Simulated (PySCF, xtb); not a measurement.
CH₇ClOSi₂, SMILES [SiH2](Cl)OC[SiH3]. One conformer was computed; it need not be the lowest.

Harmonic wavenumbers (cm⁻¹) from GFN2-xTB (xtb) at its own minimum, in rising order: 28, 65, 117, 132, 265, 291, 484, 502, 523, 540, 610, 700, 731, 747, 766, 780, 785, 794, 814, 1142, 1216, 1282, 1469, 2263, 2276, 2277, 2290, 2375, 2904, 2935.

### Question
What does PBE-D3(BJ)/def2-SVP in PySCF give at its own minimum? (The exact figures need the calculation; the answer reports its results.)

### Answer
27, 79, 122, 164, 232, 305, 476, 519, 545, 614, 707, 715, 756, 833, 863, 886, 904, 914, 922, 1094, 1220, 1247, 1409, 2160, 2172, 2180, 2184, 2230, 2943, 3009. Paired by order, the mean absolute difference is 60 cm⁻¹ and the zero-point energies are 45.9 and 46.4 kcal/mol.
